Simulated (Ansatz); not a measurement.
Cost and result for the atomization energy of ClH₇N₂SSi₂ (`N[SiH2]S[SiH](N)Cl`) (13 atoms, 12 bonds).

```xyz
13

N    -0.372    0.159    2.153
Si    0.764    0.971    1.173
S     1.881   -0.207   -0.265
Si    0.381   -0.414   -1.732
N    -1.088   -0.891   -0.987
Cl   -0.083    1.328   -2.721
H    -0.066   -0.443    2.901
H    -1.215   -0.183    1.719
H     1.830    1.501    2.056
H     0.063    2.034    0.422
H     0.937   -1.322   -2.760
H    -1.087   -1.747   -0.452
H    -1.946   -0.785   -1.508
```

Charge 0, multiplicity 1. Geometry: relaxed with PBE0-D4/def2-TZVP. It is one conformer, not always the lowest. Program: Ansatz. All runs use 2 threads of an AMD EPYC 7R13 on a shared host and a share of an NVIDIA H100 80 GB. Times are those of one run each, without the atoms' runs, and a repeat can differ threefold. Electronic energies, without spin–orbit coupling; frozen cores. CCSD(T)/CBS adds CCSD(T) − MP2 in def2-TZVPP to the MP2 limit, and its time is that of the two runs behind it. T1 = 0.011. B3LYP takes the VWN-RPA correlation (the form of Gaussian; ORCA's B3LYP/G).

CCSD(T)/CBS is a level of theory with its own doubt, some kJ/mol a heavy atom from the limit and from the frozen cores, so smaller differences don't rank the functionals.

| level | functions | wall time |
| --- | --- | --- |
| PBE-D4/def2-TZVPP (with forces) | 328 | 2.8 s |
| ωB97X-V/def2-TZVPP | 328 | 2.9 s |
| PBE0-D4/def2-TZVPP | 328 | 3 s |
| r2SCAN-D4/def2-TZVPP (with forces) | 328 | 3.1 s |
| B3LYP-D4/def2-TZVPP (with forces) | 328 | 3.3 s |
| MP2/def2-QZVPP | 604 | 3.7 s |
| ωB97M-V/def2-TZVPP (with forces) | 328 | 3.9 s |
| B2PLYP/def2-TZVPP | 328 | 3.9 s |
| CCSD(T)/def2-TZVPP | 328 | 6 s |
| CCSD(T)/CBS(def2) | – | 9.7 s |

**Question.** What atomization energy does each give, and how far from CCSD(T)/CBS? (Best estimate.)

**Answer.** The calculation gave: 
```csv
level,atomization (kcal/mol),difference from CCSD(T)/CBS,per bond
PBE-D4/def2-TZVPP (with forces),1056.1,7.8,0.7
ωB97X-V/def2-TZVPP,1055.6,7.3,0.6
PBE0-D4/def2-TZVPP,1041.2,-7.1,-0.6
r2SCAN-D4/def2-TZVPP (with forces),1044.5,-3.8,-0.3
B3LYP-D4/def2-TZVPP (with forces),1044.9,-3.4,-0.3
MP2/def2-QZVPP,1047.8,-0.5,0.0
ωB97M-V/def2-TZVPP (with forces),1054.1,5.8,0.5
B2PLYP/def2-TZVPP,1028.7,-19.6,-1.6
CCSD(T)/def2-TZVPP,1010.3,-38.0,-3.2
CCSD(T)/CBS(def2),1048.3,0.0,0.0
```

From PBE to PBE0 (25 % exact exchange), in def2-TZVPP and without D4, the atomization energy moves by −13.5 kcal/mol: exact exchange takes away binding that semilocal exchange gives to molecules. The D4 term adds +16.7 kcal/mol with B3LYP and +8.9 kcal/mol with PBE0; it sums over pairs of atoms, weighted by their polarisabilities, and B3LYP, whose exchange is more repulsive, gets the larger term. In def2-TZVPP, CCSD(T) changes the Hartree–Fock value by +275.1 kcal/mol (the triples alone add +16.8 kcal/mol) and MP2 by +290.0 kcal/mol; breaking electron pairs costs correlation energy, which Hartree–Fock lacks.
